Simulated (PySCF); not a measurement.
Species: C8H9F2 (doublet state).
Z-matrix (Å and degrees, PBE0-D3(BJ)/def2-SVP geometry), rows numbered from 1:
```
F 
C   1  1.3544
F   2  1.3556  1  107.55
C   2  1.5043  1  109.91  3  -120.03
C   4  1.5628  2  113.46  1   -64.56
C   5  1.5257  4  100.09  2  -124.50
C   6  1.4908  5  109.80  4    70.42
C   7  1.3464  6  105.22  5   -73.99
C   8  1.5188  7  107.26  6     0.12
C   6  1.5150  5  103.41  4   -38.91
H   2  1.1045  1  108.00  3   116.38
H   4  1.1019  2  106.08  1    57.11
H   5  1.0995  4  110.81  2   116.64
H   5  1.0996  4  112.71  2    -4.04
H   7  1.0917  6  126.76  5    97.82
H   8  1.0924  7  127.24  6   173.32
H   9  1.0978  4  113.48  2   -72.67
H  10  1.0985  6  113.91  5   176.73
H  10  1.1011  6  114.39  5   -54.86
```

Level of theory: PySCF 2.14.0, PBE0-D3(BJ)/def2-SVP geometry optimisation, gas phase.

Take the most abundant isotopes and a rigid rotor. The values belong to one conformer with, in the numbering `[F:1][CH:2]([F:3])[C@@H:4]1[CH2:5][C:6]2[CH:7]=[CH:8][C@H:9]1[CH2:10]2`, F1–C2–C4–C5 -65°.

(1) Give the principal moments of inertia and the rotational constants in GHz.

(2) What kind of rotor is it?

(3) What does the inertial defect say?

(4) Give the coordinates in the principal-axis frame, origin at the centre of mass.

(5) Predict some low-J microwave lines.

Answers

(1) Ia = 195.05, Ib = 476.16, Ic = 527.00 u·Å²; 505379 MHz·u·Å²/I gives 2591, 1061 and 959.0 MHz, that is A = 2.5911, B = 1.0614, C = 0.9590 GHz.

(2) An asymmetric top: κ = (2 × 1061 − 2591 − 959.0)/(2591 − 959.0) = -0.87.

(3) Not planar: Δ = Ic − Ia − Ib = -144.20 u·Å². For a rigid frame Δ = −2 Σ m c², so Σ m c² = 72.10 u·Å² lies off the ab plane: 19.97 from hydrogen and 52.13 from heavier atoms. The atom farthest from that plane is 2.24 Å away.

(4) The sense of each axis is arbitrary; atoms in the order of the calculation.
```csv
atom,mass (u),a (Å),b (Å),c (Å)
F1,18.998,2.379,0.963,0.247
C2,12.000,1.494,-0.061,0.283
F3,18.998,2.121,-1.160,-0.202
C4,12.000,0.294,0.269,-0.563
C5,12.000,-0.529,1.485,-0.027
C6,12.000,-1.907,0.840,0.098
C7,12.000,-1.907,-0.137,1.224
C8,12.000,-1.211,-1.197,0.771
C9,12.000,-0.772,-0.876,-0.647
C10,12.000,-1.991,-0.050,-1.125
H11,1.008,1.236,-0.252,1.339
H12,1.008,0.681,0.477,-1.574
H13,1.008,-0.517,2.313,-0.750
H14,1.008,-0.144,1.870,0.928
H15,1.008,-2.265,0.037,2.240
H16,1.008,-0.906,-2.079,1.340
H17,1.008,-0.453,-1.726,-1.265
H18,1.008,-2.910,-0.649,-1.177
H19,1.008,-1.816,0.471,-2.079
```

(5) The dipole components are |μa| = 1.43 D, |μb| = 0.22 D, |μc| = 0.19 D. Intensities carry the squares of the components, which stand as 1.00 : 0.02 : 0.02 (a : b : c). Some lines, for components of 0.1 D or more:

```tsv
type	branch	J(Ka,Kc)	MHz	lower level (cm⁻¹)
a	Q	2(1,1) ← 2(1,2)	307	0.250
c	Q	2(1,2) ← 2(0,2)	1432	0.202
b	Q	2(1,1) ← 2(0,2)	1739	0.202
a	R	1(0,1) ← 0(0,0)	2020	0.000
b	R	2(0,2) ← 1(1,1)	2506	0.118
c	R	1(1,0) ← 0(0,0)	3652	0.000
a	R	2(1,2) ← 1(1,1)	3938	0.118
a	R	2(0,2) ← 1(0,1)	4036	0.067
a	R	2(1,1) ← 1(1,0)	4143	0.122
c	Q	2(2,1) ← 2(1,1)	4589	0.260
b	Q	2(2,1) ← 2(1,2)	4896	0.250
c	R	2(1,1) ← 1(0,1)	5775	0.067
b	R	2(2,1) ← 1(1,0)	8732	0.122
c	R	2(2,1) ← 1(1,1)	8835	0.118
```

For this open shell read J as N, the rotation without spin; fine and hyperfine splittings come on top. PBE0-D3(BJ)/def2-SVP frequencies: not computed here. ⟨S²⟩ = 0.755 (exact for a doublet: 0.75). Zero-point vibration and centrifugal distortion are left out.
